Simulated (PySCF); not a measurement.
Compound: C₆H₁₃AlO₃.
Atom-mapped SMILES: `[CH3:1][C:2](=[O:3])[O:4][C@H:5]1[CH2:6][CH2:7][CH2:8][O+:9]1[AlH3-:10]` (hydrogens: H11, H12, H13 on C1; H14 on C5; H15, H16 on C6; H17, H18 on C7; H19, H20 on C8; H21, H22, H23 on Al10)

Level: PBE0/pcSseg-1 in PySCF, non-relativistic, on one gas-phase PBE0-D3(BJ)/def2-SVP geometry that isn't relaxed in the solvent. The solvent is an IEF-PCM continuum (van der Waals radii × 1.2). Only the electrostatic response of the medium enters.

Gas phase at PBE0/pcSseg-1: HOMO -7.31 eV, LUMO -0.09 eV, dipole 5.76 D.

What does the continuum do to the energy, the frontier levels and the dipole at PBE0/pcSseg-1 in benzene and water?

```tsv
solvent	ε	E(solvent) − E(gas) (kcal/mol)	polarisation term (kcal/mol)	distortion of the solute (kcal/mol)	HOMO (eV)	LUMO (eV)	dipole (D)
benzene	2.271	-5.54	-5.90	0.36	-7.59	-0.04	6.32
water	78.36	-11.80	-13.49	1.69	-7.93	-0.05	7.00
```

Polarisation term: ½ Σ q·V over the induced surface charges. Distortion: the rise of the solute's own energy as its density leaves the gas-phase optimum. From benzene to water the lowering changes by a factor 2.13, Onsager's factor (ε − 1)/(2ε + 1) by 2.14 and ε itself by 34.5.

Which radius a makes the point-dipole formula ΔE = −[(ε − 1)/(2ε + 1)]·μ²/a³ give the value in water, with the gas-phase dipole?

μ = 2.268 au and |ΔE| = 0.01880 Eh give a = 2.71 Å; the farthest nucleus lies 4.19 Å from the centroid of the nuclei, so such a sphere wouldn't even hold the nuclei. The formula assumes a rigid point dipole at the centre of a sphere.

Which Mulliken charges (PBE0/pcSseg-1) respond most in benzene (means over atoms taken as equivalent)?

| atoms | environment | gas (e) | solvent (e) | change |
| --- | --- | --- | --- | --- |
| Al10 | aluminium bonded to O and 3 H | +0.702 | +0.761 | +0.059 |
| H21/H22/H23 | Al–H hydrogen | -0.282 | -0.308 | -0.026 |
| O3 | ester carbonyl oxygen | -0.391 | -0.413 | -0.022 |
| H17 | methylene hydrogen | +0.147 | +0.154 | +0.007 |
| H15 | methylene hydrogen | +0.144 | +0.150 | +0.006 |
| H20 | methylene hydrogen | +0.145 | +0.151 | +0.006 |
| O9 | oxygen bonded to Al and 2 C | -0.670 | -0.676 | -0.006 |
| H11/H12/H13 | methyl hydrogen | +0.156 | +0.161 | +0.005 |

How do the nuclear quadrupole coupling constants eQVzz/h respond in benzene?

| nucleus | Q (barn) | gas (MHz) | solvent (MHz) | η gas | η solvent |
| --- | --- | --- | --- | --- | --- |
| 17O at O3 | -0.0256 | 9.74 | 9.65 | 0.24 | 0.21 |
| 17O at O4 | -0.0256 | -10.24 | -10.16 | 0.46 | 0.45 |
| 17O at O9 | -0.0256 | 11.80 | 11.74 | 0.78 | 0.76 |
| 27Al at Al10 | 0.1466 | 34.68 | 33.42 | 0.05 | 0.05 |

Hardware: an Arm Neoverse V2 with one thread, no GPU (shared host). Cost: 57 s of wall time, 1.4 GiB resident at most. This is the whole shielding run at PBE0/pcSseg-1 in water, SCF included.
